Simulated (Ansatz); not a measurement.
Born–Oppenheimer molecular dynamics of ClFH$_{6}$N$_{2}$OTi (12 atoms, charge 0, multiplicity 1). It starts at the highest image of a converged band, a first-order saddle point between two minima.

Level of theory: RKS B3LYP/def2-SVP (Ansatz).

```
ensemble                      : NVE (velocity Verlet)
time step                     : 0.5 fs
steps asked                   : 200
starting velocities drawn for : 300 K
seed                          : 10484
```

First frame:

```xyz
12
Properties=species:S:1:pos:R:3
Ti -0.262 0.005 0.156
Cl -0.177 0.975 2.364
O 1.493 -0.211 -0.097
H 1.963 -0.667 -0.805
N -0.723 1.471 -0.895
H -1.532 1.529 -1.509
H -0.176 2.331 -0.919
N -1.107 -1.331 -0.855
H -1.776 -2.010 -0.496
H -0.930 -1.483 -1.847
F -1.752 -1.090 1.626
H -1.416 -0.470 2.295
```

(1) How far do the bonds stretch over the last three quarters of this one trajectory? (Pairs bonded in most of those frames.)

Answers

(1) 
```json
{"bond": "Ti1–Cl2", "mean (Å)": "2.473", "spread (Å)": "0.009", "shortest": "2.45", "longest": "2.49"}
{"bond": "Ti1–O3", "mean (Å)": "1.778", "spread (Å)": "0.016", "shortest": "1.75", "longest": "1.80"}
{"bond": "Ti1–N5", "mean (Å)": "1.865", "spread (Å)": "0.017", "shortest": "1.83", "longest": "1.89"}
{"bond": "Ti1–N8", "mean (Å)": "1.876", "spread (Å)": "0.027", "shortest": "1.84", "longest": "1.92"}
{"bond": "Ti1–F11", "mean (Å)": "2.305", "spread (Å)": "0.049", "shortest": "2.24", "longest": "2.38"}
{"bond": "O3–H4", "mean (Å)": "0.965", "spread (Å)": "0.005", "shortest": "0.96", "longest": "0.98"}
{"bond": "N5–H6", "mean (Å)": "1.018", "spread (Å)": "0.013", "shortest": "1.00", "longest": "1.04"}
{"bond": "N5–H7", "mean (Å)": "1.021", "spread (Å)": "0.008", "shortest": "1.00", "longest": "1.04"}
{"bond": "N8–H9", "mean (Å)": "1.019", "spread (Å)": "0.006", "shortest": "1.01", "longest": "1.03"}
{"bond": "N8–H10", "mean (Å)": "1.020", "spread (Å)": "0.006", "shortest": "1.01", "longest": "1.03"}
{"bond": "F11–H12", "mean (Å)": "0.982", "spread (Å)": "0.018", "shortest": "0.94", "longest": "1.02"}
```

Pairs bonded in part of these frames only: Ti1–H4 9 %, Ti1–H12 31 %.

Mean temperature of the second half: 221 K. The conserved energy stayed within 0.052 meV per atom of its start (net change 0.024 meV per atom), so the integration is sound. A run of 0.1 ps of so small a system gives no equilibrium averages. The orbitals stay closed-shell, which can raise the energy where a bond breaks towards radicals; this wasn't checked here.

Time of the run: 12 min on 4 threads of Arm Neoverse V1, with other jobs on the host, peak memory 0.44 GiB.
